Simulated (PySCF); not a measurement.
C4H6F2, SMILES F[C@H]1C[C@@H](F)C1. Atoms are numbered in the order given.

```xyz
12

F      0.0000    -2.1430    -0.4527
C      0.0000    -1.0563     0.3728
C     -1.0766     0.0000     0.1119
C      0.0000     1.0563     0.3728
F      0.0000     2.1430    -0.4527
C      1.0766     0.0000     0.1119
H      0.0000    -1.4198     1.4139
H     -1.9967     0.0000     0.7120
H     -1.3267     0.0000    -0.9597
H      0.0000     1.4198     1.4139
H      1.3267     0.0000    -0.9597
H      1.9967     0.0000     0.7120
```

Coordinates come from a PBE0-D3(BJ)/def2-SVP optimisation. The structure was generated by enumeration; whether it is a known compound was not checked.

These are PBE0/def2-TZVP in PySCF values and carry that method's errors.

Symmetry labels are those of the subgroup C2v that the program uses (full group C2v).

Computed valence orbital energies around the gap with their symmetry:
```csv
orbital,symmetry,energy (eV)
HOMO−7,B2,-12.69
HOMO−6,B1,-12.39
HOMO−5,A1,-11.47
HOMO−4,B1,-11.40
HOMO−3,A1,-10.05
HOMO−2,A2,-9.28
HOMO−1,B1,-9.15
HOMO,B2,-8.98
LUMO,A1,1.04
LUMO+1,A1,1.53
LUMO+2,B2,1.96
LUMO+3,B1,2.27
```
